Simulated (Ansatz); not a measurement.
Cost and result for the atomization energy of CH5AlO3 (10 atoms, 11 bonds).

```xyz
10

O    -0.313   -0.377    0.984
C    -0.899    0.396   -0.211
O    -1.531   -0.497   -1.030
O     0.180    0.980   -0.718
Al    1.428    0.243    0.360
H    -0.613   -1.292    0.950
H    -1.648    1.054    0.240
H    -0.904   -0.718   -1.731
H     2.095    1.210    1.417
H     2.205   -0.998   -0.260
```

Charge 0, multiplicity 1. The bonds changed during the relaxation, so this is another structure than the one it started from. The structure was optimised at the PBE0-D4/def2-TZVP level. It is one conformer, not always the lowest. Program: Ansatz. All runs use 4 threads of an Arm Neoverse V1 on a shared host. Times are those of one run each, without the atoms' runs, and a repeat can differ threefold. Electronic energies, without spin–orbit coupling; frozen cores. CCSD(T)/CBS adds CCSD(T) − MP2 in def2-TZVPP to the MP2 limit, and its time is that of the two runs behind it. T1 = 0.012. B3LYP takes the VWN-RPA correlation (the form of Gaussian; ORCA's B3LYP/G).

CCSD(T)/CBS is a level of theory with its own doubt, some kJ/mol a heavy atom from the limit and from the frozen cores, so smaller differences don't rank the functionals.

```json
{"level": "PBE-D4/def2-TZVPP (with forces)", "functions": "236", "wall time": "2.2 s"}
{"level": "PBE0-D4/def2-TZVPP", "functions": "236", "wall time": "2.4 s"}
{"level": "B3LYP-D4/def2-TZVPP (with forces)", "functions": "236", "wall time": "3.5 s"}
{"level": "r2SCAN-D4/def2-TZVPP (with forces)", "functions": "236", "wall time": "4.1 s"}
{"level": "B2PLYP/def2-TZVPP", "functions": "236", "wall time": "4.4 s"}
{"level": "ωB97X-V/def2-TZVPP", "functions": "236", "wall time": "6.5 s"}
{"level": "ωB97M-V/def2-TZVPP (with forces)", "functions": "236", "wall time": "9.5 s"}
{"level": "MP2/def2-QZVPP", "functions": "448", "wall time": "18 s"}
{"level": "CCSD(T)/def2-TZVPP", "functions": "236", "wall time": "110 s"}
{"level": "CCSD(T)/CBS(def2)", "functions": "–", "wall time": "2.1 min"}
```

**Question.** What atomization energy does each give, and how far from CCSD(T)/CBS? (Estimate.)

**Answer.** Ansatz gave: 
| level | atomization (kcal/mol) | difference from CCSD(T)/CBS | per bond |
| --- | --- | --- | --- |
| PBE-D4/def2-TZVPP (with forces) | 894.4 | 13.7 | 1.2 |
| PBE0-D4/def2-TZVPP | 869.9 | -10.8 | -1.0 |
| B3LYP-D4/def2-TZVPP (with forces) | 871.3 | -9.4 | -0.9 |
| r2SCAN-D4/def2-TZVPP (with forces) | 880.8 | 0.1 | 0.0 |
| B2PLYP/def2-TZVPP | 865.4 | -15.3 | -1.4 |
| ωB97X-V/def2-TZVPP | 879.8 | -0.9 | -0.1 |
| ωB97M-V/def2-TZVPP (with forces) | 880.7 | 0.0 | 0.0 |
| MP2/def2-QZVPP | 893.5 | 12.8 | 1.2 |
| CCSD(T)/def2-TZVPP | 854.6 | -26.1 | -2.4 |
| CCSD(T)/CBS(def2) | 880.7 | 0.0 | 0.0 |

The D4 term adds +6.9 kcal/mol with B3LYP and +3.6 kcal/mol with PBE0; it sums over pairs of atoms, weighted by their polarisabilities, and B3LYP, whose exchange is more repulsive, gets the larger term. From PBE to PBE0 (25 % exact exchange), in def2-TZVPP and without D4, the atomization energy moves by −23.8 kcal/mol: exact exchange takes away binding that semilocal exchange gives to molecules. In def2-TZVPP, CCSD(T) changes the Hartree–Fock value by +252.3 kcal/mol (the triples alone add +15.6 kcal/mol) and MP2 by +275.7 kcal/mol; breaking electron pairs costs correlation energy, which Hartree–Fock lacks.
